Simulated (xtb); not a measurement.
A run for xtb: GFN2-xTB on H2 (SMILES [H][H]).

```
$ xtb mol.xyz --gfn 2 --sp --chrg 0 --uhf 0
2

H      0.00000000     0.00000000     0.37198582
H     -0.00000000    -0.00000000    -0.37198582
```

Program output:

```
[...]
           -------------------------------------------------
          |                Calculation Setup                |
           -------------------------------------------------



           -------------------------------------------------
          |                 G F N 2 - x T B                 |
           -------------------------------------------------

        Reference                      10.1021/acs.jctc.8b01176
      * Hamiltonian:
        H0-scaling (s, p, d)           1.850000    2.230000    2.230000
        zeta-weighting                 0.500000
      * Dispersion:
        s8                             2.700000
        a1                             0.520000
        a2                             5.000000
        s9                             5.000000
      * Repulsion:
        kExp                           1.500000    1.000000
        rExp                           1.000000
      * Coulomb:
        alpha                          2.000000
        third order                    shell-resolved
        anisotropic                    true
        a3                             3.000000
        a5                             4.000000
        cn-shift                       1.200000
        cn-exp                         4.000000
        max-rad                        5.000000


          ...................................................
          :                      SETUP                      :
          :.................................................:
          :  # basis functions                   2          :
          :  # atomic orbitals                   2          :
          :  # shells                            2          :
          :  # electrons                         2          :
          :  max. iterations                   250          :
          :  Hamiltonian                  GFN2-xTB          :
          :  restarted?                      false          :
          :  GBSA solvation                  false          :
          :  PC potential                    false          :
          :  electronic temp.          300.0000000     K    :
          :  accuracy                    1.0000000          :
          :  -> integral cutoff          0.2500000E+02      :
          :  -> integral neglect         0.1000000E-07      :
          :  -> SCF convergence          0.1000000E-05 Eh   :
          :  -> wf. convergence          0.1000000E-03 e    :
          :  Broyden damping             0.4000000          :
          :  net charge                          0          :
          :  unpaired electrons                  0          :
          ...................................................

 iter      E             dE          RMSdq      gap      omega  full diag
   1     -1.0208079 -0.102081E+01  0.402E+00   20.35       0.0  T
   2     -1.0208079  0.444089E-15  0.241E+00   19.28       1.0  T
   3     -1.0208079  0.000000E+00  0.145E-04   17.68     489.1  T
   4     -1.0208079 -0.444089E-15  0.357E-14   17.68  100000.0  T

   *** convergence criteria satisfied after 4 iterations ***

         #    Occupation            Energy/Eh            Energy/eV
      -------------------------------------------------------------
         1        2.0000           -0.4704146             -12.8006 (HOMO)
         2                          0.1793166               4.8795 (LUMO)
      -------------------------------------------------------------
                  HL-Gap            0.6497313 Eh           17.6801 eV
             Fermi-level           -0.1455490 Eh           -3.9606 eV

 SCC (total)                   0 d,  0 h,  0 min,  0.001 sec
 SCC setup                      ...        0 min,  0.000 sec (  8.382%)
 Dispersion                     ...        0 min,  0.000 sec (  4.567%)
 classical contributions        ...        0 min,  0.000 sec (  1.516%)
 integral evaluation            ...        0 min,  0.000 sec (  5.226%)
 iterations                     ...        0 min,  0.001 sec ( 66.181%)
 molecular gradient             ...        0 min,  0.000 sec (  8.099%)
 printout                       ...        0 min,  0.000 sec (  4.938%)

         :::::::::::::::::::::::::::::::::::::::::::::::::::::
         ::                     SUMMARY                     ::
         :::::::::::::::::::::::::::::::::::::::::::::::::::::
         :: total energy              -0.982132753233 Eh    ::
         :: gradient norm              0.026287817888 Eh/a0 ::
         :: HOMO-LUMO gap             17.680088041743 eV    ::
         ::.................................................::
         :: SCC energy                -1.020807929602 Eh    ::
         :: -> isotropic ES            0.000000000000 Eh    ::
         :: -> anisotropic ES          0.007892302138 Eh    ::
         :: -> anisotropic XC          0.008756823642 Eh    ::
         :: -> dispersion             -0.000052469204 Eh    ::
         :: repulsion energy           0.038675176369 Eh    ::
         :: add. restraining           0.000000000000 Eh    ::
         :: total charge               0.000000000000 e     ::
         :::::::::::::::::::::::::::::::::::::::::::::::::::::

           -------------------------------------------------
          |                Property Printout                |
           -------------------------------------------------

    * Orbital Energies and Occupations

         #    Occupation            Energy/Eh            Energy/eV
      -------------------------------------------------------------
         1        2.0000           -0.4704146             -12.8006 (HOMO)
         2                          0.1793166               4.8795 (LUMO)
      -------------------------------------------------------------
                  HL-Gap            0.6497313 Eh           17.6801 eV
             Fermi-level           -0.1455490 Eh           -3.9606 eV

     #   Z          covCN         q      C6AA      α(0)
     1   1 H        0.896     0.000     3.066     2.740
     2   1 H        0.896     0.000     3.066     2.740

 Mol. C6AA /au·bohr⁶  :         12.262030
 Mol. C8AA /au·bohr⁸  :        148.227706
 Mol. α(0) /au        :          5.479479


Wiberg/Mayer (AO) data.
largest (>0.10) Wiberg bond orders for each atom

 ---------------------------------------------------------------------------
     #   Z sym  total        # sym  WBO       # sym  WBO       # sym  WBO
 ---------------------------------------------------------------------------
     1   1 H    1.000 --     2 H    1.000
     2   1 H    1.000 --     1 H    1.000
 ---------------------------------------------------------------------------

Topologies differ in total number of bonds
Writing topology from bond orders to xtbtopo.mol

molecular dipole:
                 x           y           z       tot (Debye)
 q only:        0.000       0.000       0.000
   full:        0.000       0.000       0.000       0.000
molecular quadrupole (traceless):
                xx          xy          yy          xz          yz          zz
 q only:       -0.000       0.000      -0.000       0.000       0.000       0.000
  q+dip:       -0.393       0.000      -0.393       0.000       0.000       0.787
   full:       -0.158       0.000      -0.158       0.000       0.000       0.316


           -------------------------------------------------
          | TOTAL ENERGY               -0.982132753233 Eh   |
          | GRADIENT NORM               0.026287817888 Eh/α |
          | HOMO-LUMO GAP              17.680088041743 eV   |
           -------------------------------------------------

------------------------------------------------------------------------
------------------------------------------------------------------------
 total:
Note: The following floating-point exceptions are signalling: IEEE_DENORMAL
normal termination of xtb
 SCF:
```

The run finished.

Cost: around 0.05 core-seconds (rough).
